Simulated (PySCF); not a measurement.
Cl2Ga (SMILES [Cl][Ga+][Cl]), charge +1, singlet, at a GFN2-xTB geometry (such geometries of metal compounds can be far from the true shape); PySCF with PBE/cc-pVDZ.

Here is a job for PySCF.
```python
from pyscf import gto, scf, dft

mol = gto.M(
    atom='''
Ga    0.000000    0.000000    0.000000
Cl    0.000000    0.000000    2.070195
Cl   -0.000000   -0.000000   -2.070195
''',
    basis='cc-pvdz',
    charge=1,
    spin=0,
    verbose=4,
)

mf = dft.RKS(mol)
mf.xc = 'pbe'
mf.kernel()
mf.analyze()
```

Task: What does PySCF print? Leave out banner, timings and long lists.

Result: 
```
PySCF version 2.14.0

[INPUT] verbose = 4
[INPUT] num. atoms = 3
[INPUT] num. electrons = 64
[INPUT] charge = 1
[INPUT] spin (= nelec alpha-beta = 2S) = 0
[INPUT] symmetry False subgroup None
[INPUT] Mole.unit = angstrom
[INPUT] Symbol           X                Y                Z      unit          X                Y                Z       unit  Magmom
[INPUT]  1 Ga     0.000000000000   0.000000000000   0.000000000000 AA    0.000000000000   0.000000000000   0.000000000000 Bohr   0.0
[INPUT]  2 Cl     0.000000000000   0.000000000000   2.070195000000 AA    0.000000000000   0.000000000000   3.912101574444 Bohr   0.0
[INPUT]  3 Cl     0.000000000000   0.000000000000  -2.070195000000 AA    0.000000000000   0.000000000000  -3.912101574444 Bohr   0.0

nuclear repulsion = 306.357076163173
number of shells = 16
number of NR pGTOs = 159
number of NR cGTOs = 63
basis = cc-pvdz
ecp = {}

******** <class 'pyscf.dft.rks.RKS'> ********
method = RKS
initial guess = minao
damping factor = 0
level_shift factor = 0
DIIS = <class 'pyscf.scf.diis.CDIIS'>
diis_start_cycle = 1
diis_space = 8
diis_damp = 0
SCF conv_tol = 1e-09
SCF conv_tol_grad = None
SCF max_cycles = 50
direct_scf = True
direct_scf_tol = 1e-13
XC library pyscf.dft.libxc version 7.1.2
    S. Lehtola, C. Steigemann, M. J. T. Oliveira, and M. A. L. Marques,  SoftwareX 7, 1–5 (2018)
XC functionals = pbe
    J. P. Perdew, K. Burke, and M. Ernzerhof,  Phys. Rev. Lett. 77, 3865 (1996)
    J. P. Perdew, K. Burke, and M. Ernzerhof,  Phys. Rev. Lett. 78, 1396 (1997)
    J. P. Perdew, K. Burke, and M. Ernzerhof,  Phys. Rev. Lett. 77, 3865 (1996)
    J. P. Perdew, K. Burke, and M. Ernzerhof,  Phys. Rev. Lett. 78, 1396 (1997)
radial grids:
    Treutler-Ahlrichs [JCP 102, 346 (1995); DOI:10.1063/1.469408] (M4) radial grids

becke partition: Becke, JCP 88, 2547 (1988); DOI:10.1063/1.454033
pruning grids: <function nwchem_prune>
grids dens level: 3
symmetrized grids: False
atomic radii adjust function: <function treutler_atomic_radii_adjust>
small_rho_cutoff = 0
Set gradient conv threshold to 3.16228e-05
Initial guess from minao.
tot grids = 58664
init E= -2844.42655466134
  HOMO = -0.35020331703946  LUMO = -0.148323937980117  gap/eV = 5.49342
cycle= 1 E= -2844.23557912226  delta_E= 0.191  |g|= 0.553  |ddm|= 1.62
  HOMO = -0.495222625633459  LUMO = -0.399498053696457  gap/eV = 2.60480
cycle= 2 E= -2843.731807897  delta_E= 0.504  |g|= 1.35  |ddm|=    2
  HOMO = -0.539999532969279  LUMO = -0.389439259109769  gap/eV = 4.09695
cycle= 3 E= -2844.3362897611  delta_E= -0.604  |g|= 0.102  |ddm|= 1.41
  HOMO = -0.525509905995181  LUMO = -0.378261132376065  gap/eV = 4.00684
cycle= 4 E= -2844.33882768478  delta_E= -0.00254  |g|= 0.0282  |ddm|= 0.13
  HOMO = -0.528501961736458  LUMO = -0.380603391120382  gap/eV = 4.02453
cycle= 5 E= -2844.3390701977  delta_E= -0.000243  |g|= 0.00337  |ddm|= 0.0259
  HOMO = -0.528275300692718  LUMO = -0.380195015645321  gap/eV = 4.02947
cycle= 6 E= -2844.33907442328  delta_E= -4.23e-06  |g|= 0.000801  |ddm|= 0.00395
  HOMO = -0.528359559202423  LUMO = -0.380212933470958  gap/eV = 4.03128
cycle= 7 E= -2844.33907464117  delta_E= -2.18e-07  |g|= 4.66e-05  |ddm|= 0.000759
  HOMO = -0.528362949104849  LUMO = -0.38021466672477  gap/eV = 4.03132
cycle= 8 E= -2844.33907464182  delta_E= -6.48e-10  |g|= 2.57e-06  |ddm|= 3.75e-05
  HOMO = -0.528362869138379  LUMO = -0.38021408906337  gap/eV = 4.03133
Extra cycle  E= -2844.33907464181  delta_E= 8.64e-12  |g|= 5.75e-06  |ddm|= 9.61e-06
converged SCF energy = -2844.33907464181
**** SCF Summaries ****
Total Energy =                       -2844.339074641814022
Nuclear Repulsion Energy =             306.357076163173019
One-electron Energy =                -4547.104346777706269
Two-electron Energy =                 1396.408195972719113
Two-electron Coulomb Energy =         1526.979943141283456
DFT Exchange-Correlation Energy =     -130.571747168564315
HOMO-LUMO gap [eV] =                     4.031333643013154
**** MO energy ****
MO #1   energy= -371.317480293941  occ= 2
MO #2   energy= -100.937368349251  occ= 2
MO #3   energy= -100.937368327131  occ= 2
MO #4   energy= -45.7118154408889  occ= 2
MO #5   energy= -40.5567531538016  occ= 2
MO #6   energy= -40.5567531538015  occ= 2
MO #7   energy= -40.5535487878637  occ= 2
MO #8   energy= -9.43681475219108  occ= 2
MO #9   energy= -9.43674047420273  occ= 2
MO #10  energy= -7.26130590702081  occ= 2
MO #11  energy= -7.26129975601955  occ= 2
MO #12  energy= -7.25053053061407  occ= 2
MO #13  energy= -7.25053053061406  occ= 2
MO #14  energy= -7.25052901990182  occ= 2
MO #15  energy= -7.25052901990179  occ= 2
MO #16  energy= -5.62702053277409  occ= 2
MO #17  energy= -3.95338975632539  occ= 2
MO #18  energy= -3.95338975632539  occ= 2
MO #19  energy= -3.94772810656137  occ= 2
MO #20  energy= -1.10355547332449  occ= 2
MO #21  energy= -1.07985675476407  occ= 2
MO #22  energy= -1.07985598360563  occ= 2
MO #23  energy= -1.07801900631213  occ= 2
MO #24  energy= -1.07801900631209  occ= 2
MO #25  energy= -0.99586926649004  occ= 2
MO #26  energy= -0.980913067498315 occ= 2
MO #27  energy= -0.669041743313929 occ= 2
MO #28  energy= -0.605545937928924 occ= 2
MO #29  energy= -0.543919213386109 occ= 2
MO #30  energy= -0.543919213386107 occ= 2
MO #31  energy= -0.528362869138383 occ= 2
MO #32  energy= -0.528362869138379 occ= 2
MO #33  energy= -0.38021408906337  occ= 0
MO #34  energy= -0.306377377477687 occ= 0
MO #35  energy= -0.306377377477686 occ= 0
MO #36  energy= -0.115180988902003 occ= 0
MO #37  energy= -0.0879173807707351 occ= 0
MO #38  energy= -0.0284592294265283 occ= 0
MO #39  energy= -0.0133529561792203 occ= 0
MO #40  energy= -0.0133529561792034 occ= 0
 ** Mulliken pop on meta-lowdin orthogonal AOs  **
 ** Mulliken pop  **
 ** Mulliken atomic charges  **
charge of    0Ga =      0.86871
charge of    1Cl =      0.06565
charge of    2Cl =      0.06565

WARN: System has nonzero charge 1; the dipole moment is origin-dependent.
Location of origin: [0. 0. 0.]

Dipole moment(X, Y, Z, Debye): -0.00000, -0.00000,  0.00000
```
